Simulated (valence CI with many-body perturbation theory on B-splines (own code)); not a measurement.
## Forbidden lines of Tc36+

Method: valence CI with perturbative core correlation (CI+MBPT): five valence electrons over a frozen Dirac-Fock core [He], radial functions for each j: 11 s, 11 p, 10 d, 8 f, 5 g, 2 h, with the one-electron correlation potential Σ1 (screened to all orders), the two-electron term Σ2, the three-electron term Σ3, Breit, model QED; selected single and double excitations, second order for the rest, scaled by the run's own slope (own B-spline code, finite nucleus).

The last digits are not significant, and no measured levels were compared; by estimate large intervals hold to a few tenths of a per cent, small ones and those within an open d or f shell to about a per cent. Among the levels kept, up to 11000 cm⁻¹ of a level comes from second order outside the variational space, and about a tenth of that is noise between levels of different J, which matters for small intervals.

Lines 51 to 73 of 73 in falling wavelength, among levels below 3457.2 eV, chosen from the decays that carry over 1 % of a level's rate. Wavelengths and rates use the calculated energies. Electric multipoles are in the length gauge, E1 and E2 with the static RPA response of the core. S is in atomic units (e²a₀⁴ for E2 and M2, e²a₀⁶ for E3), for M1 in squared Bohr magnetons. Weak lines are less certain than strong ones. Lines between different terms over intervals too small for the method are left out, as are lines whose strength nearly cancels. The highest levels of a list are the least certain.

Levels are named by their leading jj configuration (3d3/2^4 stands for four electrons in 3d with j = 3/2), which in mixed levels can hold well under half, so a name can repeat and another be missing. Letters in brackets count levels of one name in rising energy.

```csv
λ vac (nm),Upper,Lower,Type,A (s⁻¹),S (a.u.)
0.4131,(2s^2 2p3/2^2 3p3/2) J=5/2,(2s^2 2p1/2 2p3/2^2) J=5/2,E2,2.72e+10,1.75e-04
0.4130,(2s^2 2p3/2^2 3p3/2) J=7/2,(2s^2 2p1/2 2p3/2^2) J=5/2,E2,2.18e+10,1.87e-04
0.4124,(2s^2 2p1/2 2p3/2 3p3/2) J=7/2,(2s^2 2p1/2^2 2p3/2) J=3/2,E2,4.05e+10,3.45e-04
0.4118,(2s^2 2p3/2^2 3p1/2) J=1/2,(2s^2 2p1/2 2p3/2^2) J=5/2,E2,1.29e+10,2.72e-05
0.4117,(2s 2p3/2^3 3p3/2) J=7/2,(2s 2p1/2 2p3/2^3) J=3/2 [a],E2,3.09e+10,2.61e-04
0.4109,(2s^2 2p3/2^2 3p3/2) J=5/2,(2s^2 2p1/2 2p3/2^2) J=3/2,E2,1.50e+10,9.42e-05
0.4108,(2s^2 2p3/2^2 3p3/2) J=7/2,(2s^2 2p1/2 2p3/2^2) J=3/2,E2,2.97e+10,2.49e-04
0.4107,(2s^2 2p1/2 2p3/2 3p3/2) J=5/2 [b],(2s^2 2p1/2^2 2p3/2) J=3/2,E2,2.76e+10,1.73e-04
0.4095,(2s^2 2p3/2^2 3p3/2) J=3/2 [a],(2s^2 2p1/2 2p3/2^2) J=5/2,E2,3.46e+10,1.42e-04
0.4093,(2s^2 2p1/2 2p3/2 3p3/2) J=1/2 [b],(2s^2 2p1/2^2 2p3/2) J=3/2,E2,1.70e+10,3.49e-05
0.4050,(2s 2p1/2^2 2p3/2 3d5/2) J=9/2,(2s^2 2p1/2 2p3/2^2) J=5/2,E2,5.18e+08,5.04e-06
0.4042,(2s^2 2p3/2^2 3d5/2) J=9/2,(2s^2 2p1/2 2p3/2^2) J=5/2,M2,1.74e+08,1.68e-06
0.3905,(2s 2p1/2 2p3/2^2 3d5/2) J=9/2 [a],(2s^2 2p1/2 2p3/2^2) J=5/2,E2,7.29e+09,5.91e-05
0.3896,(2s 2p1/2^2 2p3/2 3d3/2) J=7/2,(2s^2 2p1/2^2 2p3/2) J=3/2,E2,3.71e+10,2.38e-04
0.3882,(2s 2p1/2 2p3/2^2 3d3/2) J=9/2,(2s^2 2p1/2 2p3/2^2) J=5/2,E2,4.36e+10,3.43e-04
0.3879,(2s 2p1/2 2p3/2^2 3d3/2) J=7/2 [a],(2s^2 2p1/2 2p3/2^2) J=3/2,E2,2.01e+11,1.26e-03
0.3870,(2s 2p1/2 2p3/2^2 3d5/2) J=9/2 [b],(2s^2 2p1/2 2p3/2^2) J=5/2,E2,1.81e+11,1.40e-03
0.3834,(2s 2p1/2^2 2p3/2 3d3/2) J=5/2 [b],(2s^2 2p1/2^2 2p3/2) J=3/2,E2,7.90e+10,3.50e-04
0.3828,(2s 2p1/2 2p3/2^2 3d5/2) J=7/2 [c],(2s^2 2p1/2 2p3/2^2) J=5/2,E2,3.08e+10,1.81e-04
0.3826,(2s 2p1/2^2 2p3/2 3d3/2) J=1/2 [b],(2s^2 2p1/2^2 2p3/2) J=3/2,E2,1.97e+11,2.89e-04
0.3815,(2s 2p1/2 2p3/2^2 3d5/2) J=9/2 [c],(2s^2 2p1/2 2p3/2^2) J=5/2,E2,2.36e+11,1.70e-03
0.3812,(2s 2p1/2 2p3/2^2 3d3/2) J=3/2 [d],(2s^2 2p1/2 2p3/2^2) J=3/2,E2,1.64e+11,4.71e-04
0.3809,(2s 2p1/2 2p3/2^2 3d5/2) J=7/2 [c],(2s^2 2p1/2 2p3/2^2) J=3/2,E2,1.30e+11,7.44e-04
```
